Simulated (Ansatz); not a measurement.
Geometry optimisation, DFT PBE-D3(BJ), scalar-relativistic, plane waves, PAW (Ansatz 0.2.0).

input.yaml

```yaml
accuracy: low
crystal:
  lattice:
    - [6.479224, 0.0, 0.0]
    - [0.0, 6.479224, 0.0]
    - [0.0, 0.0, 6.479224]
  atoms:
    - { symbol: F, position: [0.5698522, 0.4409571, 0.2750221] }
    - { symbol: H, position: [0.5937617, 0.32382, 0.3555361] }
    - { symbol: F, position: [0.33053, 0.204243, 0.5021688] }
    - { symbol: H, position: [0.3735607, 0.2972665, 0.6035111] }
    - { symbol: F, position: [0.6773695, 0.9886913, 0.8154918] }
    - { symbol: H, position: [0.615792, 0.9937741, 0.9457132] }
    - { symbol: F, position: [0.9627937, 0.4295982, 0.5601878] }
    - { symbol: H, position: [1.0043236, 0.4105778, 0.423481] }
    - { symbol: F, position: [0.2953569, 0.5686023, 1.0069914] }
    - { symbol: H, position: [0.2213672, 0.6914187, 0.9922639] }
    - { symbol: F, position: [0.0738704, -0.042512, 0.8924089] }
    - { symbol: H, position: [0.0358109, 0.0959988, 0.904304] }
    - { symbol: F, position: [0.8424038, 0.8435361, 0.3114491] }
    - { symbol: H, position: [0.8260664, 0.8215272, 0.1699431] }
    - { symbol: F, position: [0.01471, 0.0180087, 0.5368181] }
    - { symbol: H, position: [0.1050724, 0.0047136, 0.4253141] }
basis:
  ecutwfc: 420.0
kpoints:
  mp_grid: { grid: [1, 1, 1] }
hamiltonian:
  xc: pbe
  dispersion: d3bj
scf:
  occupations: { method: fermi_dirac, width: 0.05 }
  lower_state_search: "off"
relax:
  f_tol: 0.3
  max_steps: 15
  adjacent_minimum: "off"
```

Launched with:

```bash
$ ansatz run input.yaml --threads 1 --pin off --max-ram 3072MiB --backend cpu --events-out ev --progress --plain --runs-dir out
```

Q: Where does it end, and by what steps?

A: The run converged. The threshold is loose, so the end isn't yet a minimum. Limits of this set-up: coarse k mesh, low accuracy level. After 12 steps the energy has fallen by 3.125 eV; H12 moved furthest, 1.42 Å.

| step | energy less start (eV) | largest force component (eV/Å) | accepted |
| --- | --- | --- | --- |
| 0 | 0.0000 | 1.170 | yes |
| 1 | -0.5774 | 1.542 | yes |
| 2 | -0.9115 | 2.925 | yes |
| 3 | -1.3084 | 1.684 | yes |
| 4 | -1.6146 | 1.274 | yes |
| 5 | -1.8231 | 2.677 | yes |
| 6 | -2.1457 | 1.497 | yes |
| 7 | -2.4104 | 1.166 | yes |
| 8 | -2.6114 | 1.053 | yes |
| 9 | -2.8118 | 0.900 | yes |
| 10 | -2.9888 | 0.487 | yes |
| 11 | -3.0707 | 0.311 | yes |
| 12 | -3.1248 | 0.233 | yes |

```xyz
16
Lattice="6.4792 0.0000 0.0000 0.0000 6.4792 0.0000 0.0000 0.0000 6.4792" Properties=species:S:1:pos:R:3
F 4.605 2.191 2.170
H 3.796 2.129 2.708
F 2.523 1.804 3.503
H 1.697 2.303 3.426
F 4.346 6.632 6.362
H 4.005 7.485 6.588
F 6.813 3.118 3.255
H 6.021 2.726 2.874
F 2.097 3.489 6.031
H 1.625 4.314 5.937
F 0.842 -0.724 5.811
H 0.486 -0.441 4.958
F 5.477 5.325 1.752
H 5.115 5.835 1.014
F -0.134 0.149 3.670
H -0.442 -0.395 2.923
```

Time of the run: 10 s on 1 thread of Intel(R) Xeon(R) 6975P-C (Granite Rapids) (shared host), peak memory 0.4 GiB.
